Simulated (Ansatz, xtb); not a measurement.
# Ranking isomers of C3H7FSi

3 gas-phase structures of C3H7FSi, from a drawn sample of its isomers (lower ones may exist). Each was relaxed with GFN2-xTB:

A. `F[C@@H]1C[C@@H]1[SiH3]`, a singlet
B. `FC1([SiH3])CC1`, a singlet
C. `F[C@@H]1C[C@H]1[SiH3]`, a singlet

Make a reasoned guess at their ranking by r2SCAN-D4/def2-SVP single-point energy.

Calculated order at r2SCAN-D4/def2-SVP: A (0.0), C (4.2), B (13.4) kJ/mol.

Energies above the lowest of each column, in kJ/mol; the last columns are at B3LYP/def2-SVP geometries:

```tsv
structure	GFN2-xTB	HF/STO-3G	r2SCAN-D4/def2-SVP	B3LYP/def2-SVP	CCSD(T)/def2-SVP + ΔMP2/def2-TZVPP
A	0.0	0.0	0.0	0.0	0.0
C	1.3	0.8	4.2	3.7	1.7
B	3.9	5.2	13.4	12.5	12.1
```

Every level run on A puts it lowest or level with the lowest. ΔMP2 is the change of the MP2 energy from the smaller to the larger basis.

Programs: Ansatz 0.2.0, xtb 6.7.1.
